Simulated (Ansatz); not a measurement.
A run for Ansatz (a first-principles code): U-r2SCAN/def2-TZVPPD on BeBrCl (SMILES [Cl][Be][Br]), a point of a bond scan (R = 5.284 Å). Files ending in .json are basis or fitting sets from the Basis Set Exchange.

Ansatz 0.2 input:
```yaml
crystal:
  periodic: [false, false, false]
  atoms:
    - {symbol: Be, position_ang: [-0.00000000, -0.00000000, -0.67601116]}
    - {symbol: Cl, position_ang: [-0.00000000, -0.00000000, -2.47866670]}
    - {symbol: Br, position_ang: [0.00000000, 0.00000000, 4.60841102]}
basis:
  gaussian:
    orbitals: def2-TZVPPD.json
hamiltonian:
  xc: {name: r2SCAN}
magnetization: {spin_polarized: true, initial_magnetization: 0}
```

The log:

```
WARN ansatz: RAYON_NUM_THREADS=1 ignored (pool sized by the plan → 1); use --threads N
Functional definition: r2SCAN
integrals: 0.05 GiB planned
901 factors; their error is unknown
mean field: 0.43 GiB planned
mean field evaluation 1: about -82963.3268 eV, gradient 1.8e1 eV
mean field evaluation 2: about -82741.9665 eV, gradient 8.7e1 eV
mean field evaluation 4: about -82965.8033 eV, gradient 7.9e0 eV
mean field evaluation 8: about -82953.7692 eV, gradient 2.1e1 eV
mean field evaluation 16: about -82967.5536 eV, gradient 2.4e-4 eV
mean field evaluation 32: about -82968.2722 eV, gradient 2.6e-4 eV
mean field evaluation 64: about -82968.2722 eV, gradient 2.4e-4 eV
mean field evaluation 96: about -82968.2678 eV, gradient 3.0e-1 eV
mean field -82968.27223310 eV, -3049.0277666515 hartree, gradient 1.5e-6 eV, S^2 0.804646; 11 other end points of the search recorded, 0 dependent functions left out
reference -82968.27226690 eV, -3049.0277678936 hartree; 28, 28 occupied and 102, 102 virtual orbitals, 901 factors
Total energy: -82968.27226690 eV, -3049.0277678936 hartree
```

The run converged. Its determinant has ⟨S²⟩ = 0.80, a mixture of spin states.

Cost: about 50 core-seconds (a rough figure).
